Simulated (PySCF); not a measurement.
C₂H₆ClFSi, SMILES CC[Si@@H](F)Cl.

Geometry: PBE0-D3(BJ)/def2-SVP. The structure was generated by enumeration; whether it is a known compound was not checked. One conformer was computed; it need not be the lowest.

Two levels are set side by side: TDDFT-PBE/def2-SVPD (PySCF) and TDDFT-M06-2X/def2-SVPD (PySCF). Vertical, same geometry. The lowest singlet is HOMO→LUMO 100 % with PBE and HOMO→LUMO+1 35 %, HOMO→LUMO+2 33 %, HOMO→LUMO 21 % with the other functional; states are paired by order. Differences are taken from unrounded values.

| quantity | TDDFT-M06-2X | TDDFT-PBE | TDDFT-PBE minus TDDFT-M06-2X |
|---|---|---|---|
| lowest singlet excitation (eV) | 7.98 | 7.04 | -0.94 |
| lowest triplet excitation (TDA) (eV) | 7.71 | 6.82 | -0.89 |

Functionals without exact exchange tend to place singlet excitations lower, as here. Differences between two approximate levels are no errors against the true value.

Rough cost on one machine, each run with all the roots and properties that it gave: TDDFT-M06-2X against TDDFT-PBE about 20 times.
